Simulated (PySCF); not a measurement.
# Peak assignment

Mapped SMILES: `[CH3:1][C:2]#[C:3][SiH2:4][C:5](=[O:6])[O:7][CH:8]([CH3:9])[CH3:10]` (H(Xn): hydrogen on atom n).

No relativistic terms, single conformer, no solvent, one averaged value for each set of equivalent atoms. GFN2-xTB structure; shieldings: GIAO PBE0/pcSseg-1; PySCF 2.14.0 with density-fitted response routines.

Shifts are taken against calculated references (same method and geometry level): TMS for $^{13}$C (186.93 ppm) and $^{1}$H (31.72 ppm).

Problem. Assign these signals to the numbered atoms. $^{13}$C{$^{1}$H} NMR (computed): δ 185.9, 115.8, 78.7, 68.3, 23.6, 6.2.

Solution. 
| δ (ppm) | atoms | environment | reason |
| --- | --- | --- | --- |
| 185.9 | C5 | carbonyl carbon | – |
| 115.8 | C2 | alkyne carbon | – |
| 78.7 | C3 | alkyne carbon | sp carbons lie upfield of alkene carbons because the cylindrical π system leaves one tensor component strongly shielded |
| 68.3 | C8 | sp3 CH bonded to O | pulled downfield by the heteroatom |
| 23.6 | C9/C10 | methyl carbon | a saturated carbon with 1 carbon neighbour and no heteroatom attached |
| 6.2 | C1 | propargylic methyl carbon | aliphatic region, no heteroatom directly attached |

Problem. Assign these signals to the numbered atoms. $^{1}$H NMR (400 MHz, computed): δ 5.29 (sept, 1H), 4.48 (s, 2H), 2.12 (s, 3H), 1.32 (d, 6H).

Solution. 
| δ (ppm) | atoms | environment | reason |
| --- | --- | --- | --- |
| 5.29 | H(C8) | hydrogen on an sp3 CH bonded to O | its carbon carries O, which withdraws density |
| 4.48 | H(Si4) | hydrogen on a silicon bonded to 2 C | – |
| 2.12 | H(C1) | hydrogen on a propargylic methyl carbon | – |
| 1.32 | H(C9)/H(C10) | hydrogen on a methyl carbon | – |

Shifts are as computed. Against solution values, carbons near 30 ppm lie about +3 ppm off and those near 130 ppm about +5 ppm. Of 1211 compounds with measured shifts, 218 miss one by over three times the rms of a fit or turn the order of signals round; such compounds aren't used in these exercises. No couplings were computed; multiplicities are counted from neighbouring protons, with m where these are inequivalent, close in shift, in a saturated or five-membered ring or joined by F or P, and br s for small geminal =CH2 splittings.
